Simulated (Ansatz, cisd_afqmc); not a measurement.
Species: SnH, charge 0, doublet. SnH (SMILES [SnH], doublet).
B3LYP-D3(BJ)/def2-TZVP minimum from Ansatz (a program for electronic structure):
```
Sn
H 1 1.7863
```
Charge 0, spin multiplicity 2.

Total energies in def2-TZVPP, 5 correlated electrons, 9 frozen orbitals. UHF or UKS for unpaired electrons; spin-orbit terms are left out. Cores are frozen in correlated methods (noble-gas shells, and filled d and f shells in the p block). Past Kr the def2 sets carry scalar-relativistic core potentials. The Monte Carlo rows (phaseless AFQMC, CISD trial, step 0.005/hartree) carry one-sigma bars that omit the constraint's bias. Outlying blocks are dropped, and bars are widened where a walk drifts. Over all cases where full CI ran beside it in this data, AFQMC minus full CI had a median of +0.1 mEh and passed +0.4 mEh in a tenth of the cases. Spin-orbit terms, left out, reach several kcal/mol for Br and I, and more for heavier atoms.

```tsv
method	program	energy (Eh)	minus CCSDTQ (mEh)
HF	Ansatz	-213.90361	89.70
MP2	Ansatz	-213.97123	22.08
CCSD	Ansatz	-213.99054	2.77
CCSD(T)	Ansatz	-213.99269	0.62
CCSDT(Q)	Ansatz	-213.99330	0.01
CCSDTQ	Ansatz	-213.99331	0.00
AFQMC/CISD	cisd_afqmc	-213.9931 ± 0.0001	0.2 ± 0.1
```

Rough core times of Ansatz's runs on a shared machine: CCSD(T) under 20 s, CCSDT(Q) 50 s, CCSDTQ 9 min.
